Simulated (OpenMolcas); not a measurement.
# Ce3+: effect of the metal basis and ligand basis

Ce3+ with 8 ligands (fluoride) in cubic eightfold coordination (Oh) at 2.45 Å. A charge of +0.625 e stands 2.6 Å behind each ligand.

| Property | Result |
| --- | --- |
| Program | OpenMolcas |
| Method | SS-CASPT2, IPEA 0.25 Eh, imaginary shift 0.1 Eh (closed shells correlated: 5s 5p and the ligand valence shells) |
| Spin-orbit coupling | state interaction with AMFI integrals over the reference wave functions |

Fixed: active space 1 electron in 7 orbitals (4f), DKH2 Hamiltonian.

States (labels of O, the rotations of Oh). Energies in cm-1 above the lowest state or level, χT in cm3 K/mol; under a threefold ground state the first gap can be a small split of the lowest multiplet, not the spin-orbit step.

```
Run   Metal basis  Ligand basis  Ground state  First state of that spin  First gap with spin-orbit (degeneracies)  Width of lowest J  χT at 300 K                     Cost
  A  ANO-RCC-VDZP  ANO-RCC-VDZP           2T2                    2T1 42                                470 (4, 2)                474        0.682  roughly 27 core-seconds
  B  ANO-RCC-VTZP  ANO-RCC-VTZP           2T2                     2T1 2                                480 (4, 2)                483        0.682  roughly 10 core-minutes
```

Against A, the width of the lowest J multiplet changes by +1.9 % in B.

Costs are those of the CASPT2 steps.

Roots that are degenerate in the reference are averaged as groups; the widest CASPT2 spread within a group is 24 cm-1 (the 3-fold group of multiplicity 2 near 2.2 cm-1 above the lowest state of its run, B). Shifts and gaps below about the spread of the groups concerned are not significant. Over all roots computed the reference weight is 0.66 in A, 0.64 in B; a low but even weight reflects the number of correlated electrons. Splittings of an f shell from a small cluster at a set distance can be off by tens of per cent, mostly too small. No measured value stands beside these numbers; the geometry is a model, was not optimised and need not be the one that this ion takes.
